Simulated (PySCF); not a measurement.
C4H7ClOSi.
SMILES with atom numbers: `[CH3:1][C:2]1=[CH:3][O:4][Si@@H:5]([Cl:6])[CH2:7]1` (hydrogens: H8, H9, H10 on C1; H11 on C3; H12 on Si5; H13, H14 on C7)

Structure used (GFN2-xTB), in Å, numbered top down from 1:
```
atom  x, y, z in Å
C1    -1.701   -1.037    0.479
C2    -0.559   -0.227   -0.034
C3    -0.592    0.564   -1.097
O4     0.548    1.260   -1.431
Si5    1.800    0.932   -0.415
Cl6    2.430    2.617    0.472
C7     0.773   -0.251    0.677
H8    -1.439   -2.094    0.497
H9    -1.948   -0.740    1.498
H10   -2.578   -0.902   -0.147
H11   -1.424    0.746   -1.754
H12    2.869    0.326   -1.191
H13    0.656    0.072    1.713
H14    1.165   -1.267    0.711
```

Method used: TDDFT CAM-B3LYP/def2-SVPD, vertical, gas phase, core orbitals frozen in the response in PySCF 2.14.0, density-fitted response routines.

Ground-to-excited transition dipoles (e·a0, same axes as the geometry; the sign carries no meaning), for the states with f of 0.002 or more among the lowest 7:

```tsv
state	E (eV)	μx	μy	μz
S1	6.061	-0.033	-0.179	0.054
S2	6.241	0.147	0.416	-0.395
S3	6.495	-0.153	-0.491	0.535
S4	6.839	-0.069	0.145	-0.469
S5	7.145	0.084	-0.133	0.190
S6	7.174	0.059	-0.208	-0.186
S7	7.714	0.148	-0.011	0.080
```

Problem. What oscillator strength does each state have?

Solution. f = (2/3) ΔE |μ|² with ΔE in hartree (27.2114 eV).

```
state  |μ|² (au)  |μ| (D)      f
   S1      0.036     0.48  0.005
   S2      0.351     1.51  0.054
   S3      0.552     1.89  0.088
   S4      0.245     1.26  0.041
   S5      0.061     0.63  0.011
   S6      0.082     0.73  0.014
   S7      0.028     0.43  0.005
```

Problem. Which bond between heavy atoms lies closest to the direction of the S3 transition dipole?

Solution. C2–C3, at 15° from it; next Si5–C7 at 21°.

Problem. What angle do the transition dipoles of S2 and S6 make?

Solution. |cos θ| = |μa·μb| / (|μa| |μb|) = 0.03, so θ ≈ 89° (taken between 0 and 90°, since the signs are arbitrary).

Problem. What peak molar absorption coefficient would the strongest computed level give as a lone Gaussian band 0.4 eV wide at half height?

Solution. ε(max) = 2.175×10⁸ f / FWHM, with the width in cm⁻¹. S3: 2.175×10⁸ × 0.0878 / 3226 ≈ 5900 L mol⁻¹ cm⁻¹.
